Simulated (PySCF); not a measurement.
# Oxygen: a sound run and one with changed settings

Sound run: O²⁺ [He] 2s2 2p2, O³⁺ [He] 2s2 2p1. Calculation: PySCF 2.14, in aug-cc-pVDZ (4s3p2d, 23 functions); no relativity, point nucleus. The sound run starts from symmetry-adapted Hartree-Fock orbitals and uses a fine grid where one is needed.

Changed run: 14 angular points. This setting is unsound on purpose.

```csv
species,method,sound run (hartree),changed run (hartree),converged
O²⁺,UHF,-73.08344,-73.08344,yes
O²⁺,BP86,-73.24633,-73.24618,yes
O²⁺,r2SCAN,-73.23001,-73.23532,yes
O³⁺,UHF,-71.07568,-71.07568,yes
O³⁺,BP86,-71.21232,-71.21143,yes
O³⁺,r2SCAN,-71.18528,-71.18532,yes
```

Ionisation energy of O²⁺:

```csv
method,sound run (eV),changed run (eV)
UHF,54.634,54.634
BP86,55.348,55.368
r2SCAN,55.640,55.783
```

A coarse angular grid integrates products of high-l functions wrongly, so density functionals can shift, and the SCF can exploit the error; Hartree-Fock and MP2 need no grid.

For comparison, NIST gives 54.936 eV between the lowest levels.
